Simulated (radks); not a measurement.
The numbers below are computed, except where a source is named.
Q: The xenon ion Xe+, configuration [Kr] 4d10 5s2 5p5. Code: a radial shooting solver on a logarithmic mesh with Libxc functionals. Model: scalar-relativistic Kohn-Sham, PBEsol, spin-polarised, spherical densities, point nucleus; open shells are filled with parallel spins first (spin-orbit coupling, left out, can overturn this in heavy ions). Some entries of the table are withheld. Estimate them.

orbital  occ.  eigenvalue (eV)  <r> (bohr)  r(max) (bohr)
1s up       1        -34366.86     0.02666        0.01716
1s down     1        -34366.81     0.02666        0.01716
2s up       1        -5357.360      0.1147        0.09700
2s down     1        -5357.339      0.1147        0.09700
2p up       3        -4808.839      0.1003        0.07781
2p down     3        -4808.805      0.1003        0.07781
3s up       1        -1103.611      0.3066         0.2791
3s down     1        -1103.576      0.3066         0.2791
3p up       3        -926.4869      0.3045         0.2730
3p down     3        -926.4469      0.3045         0.2730
3d up       5        -663.6725      0.2810         0.2259
3d down     5        -663.6343      0.2810         0.2259
4s up       1        -207.2710      0.7168         0.6609
4s down     1        -207.1925      0.7168         0.6610
4p up       3        -151.1579      0.7651            (1)
4p down     3        -151.0756      0.7649            (2)
4d up       5         -69.3987      0.8771         0.7483
4d down     5         -69.2745      0.8758         0.7483
5s up       1         -29.4440       1.824          1.614
5s down     1         -28.7653       1.822          1.609
5p up       3         -17.3508       2.180          1.872
5p down     2         -16.6586       2.190          1.871

A: 
(1) 4p up r(max) (bohr): 0.6933
(2) 4p down r(max) (bohr): 0.6934
